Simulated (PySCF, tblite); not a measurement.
Isomers of C5H12N2OSi, one GFN2-xTB conformer each. Single-point energies are computed at PBE0/pcSseg-1 (PySCF, gas phase, no added dispersion term), electronic only.

Task: Rank them by PBE0/pcSseg-1 energy, lowest first (kJ/mol).
A. `[H]/[N:5]=[CH:4]/[C:2]([CH3:1])([CH3:3])[SiH2:6][NH:7][CH:8]=[O:9]` with C1–C2–C4–N5 163°, C1–C2–Si6–N7 35°, C2–Si6–N7–C8 66°, Si6–N7–C8–O9 0°
B. `[CH3:1][C:2](=[O:3])[NH:4][C@@H:5]1[CH2:6][NH:7][SiH2:8][CH2:9]1` with C1–C2–N4–C5 179°, C2–N4–C5–C6 -120°, N4–C5–C6–N7 -77°, C5–C6–N7–Si8 -32°, C6–N7–Si8–C9 10°, N7–Si8–C9–C5 15°
C. `[CH3:1][C@@:2]([CH2:3][OH:4])([CH2:5][C:6]#[N:7])[SiH2:8][NH2:9]` with C1–C2–C3–O4 -66°, C2–C3–O4–H -72°, C1–C2–C5–C6 172°, C1–C2–Si8–N9 -80°, C2–Si8–N9–H -64° and 163°
D. `[CH3:1][O:2][C@H:3]1[CH2:4][N:5]([SiH3:6])[N:7]=[C:8]1[CH3:9]` with C1–O2–C3–C4 78°
E. `[CH3:1]/[CH:2]=[CH:3]/[Si@@H:4]([NH:5][CH3:6])[NH:7][CH:8]=[O:9]` with C2–C3–Si4–N5 43°, C3–Si4–N5–C6 -175°, C3–Si4–N7–C8 65°, Si4–N7–C8–O9 2°

Result: B (0.0), E (4.0), A (63.6), C (116.7), D (231.6).

As drawn, the lowest has a C=O bond, an N–H bond and a C(=O)–N unit, which the highest lacks; the highest has a C=N bond and an N–N linkage, which the lowest lacks. Neighbours under 10 kJ/mol apart (CC(=O)N[C@@H]1CN[SiH2]C1 and C/C=C/[Si@@H](NC)NC=O) can change places with a better method, another conformer or zero-point energy. GFN2-xTB itself gives, in the same order: 0.0, 86.1, 123.8, 174.6, 88.1. Both levels put the same isomer lowest; measured from each level's own lowest isomer, the values differ by up to 143.5 kJ/mol (CO[C@H]1CN([SiH3])N=C1C: 88.1 against 231.6).

Task: Which frontier levels, dipoles and rotational constants go with these structures?

Result: 
```csv
SMILES,"HOMO (eV, PBE0/pcSseg-1)",LUMO (eV),dipole (D),"A, B, C (MHz)"
CC(=O)N[C@@H]1CN[SiH2]C1,-6.83,0.55,3.56,"2899, 752.9, 736.2"
C/C=C/[Si@@H](NC)NC=O,-6.85,-0.08,4.10,"1393, 977.3, 608.4"
[H]/N=C/C(C)(C)[SiH2]NC=O,-7.03,-0.04,3.65,"1932, 1113, 953.2"
C[C@@](CO)(CC#N)[SiH2]N,-7.69,0.20,2.42,"1517, 1185, 943.6"
CO[C@H]1CN([SiH3])N=C1C,-5.91,0.37,2.75,"2210, 902.3, 678.0"
```

Task: What happens when harmonic zero-point energies from GFN2-xTB frequencies are added?

Result: 
```tsv
SMILES	ZPE (kJ/mol)	electronic (kJ/mol)	with ZPE (kJ/mol)
CC(=O)N[C@@H]1CN[SiH2]C1	440.4	0.0	0.0
C/C=C/[Si@@H](NC)NC=O	436.8	4.0	0.5
[H]/N=C/C(C)(C)[SiH2]NC=O	433.0	63.6	56.1
C[C@@](CO)(CC#N)[SiH2]N	433.2	116.7	109.5
CO[C@H]1CN([SiH3])N=C1C	428.2	231.6	219.4
```

The zero-point energies span 12.2 kJ/mol. The order is unchanged.
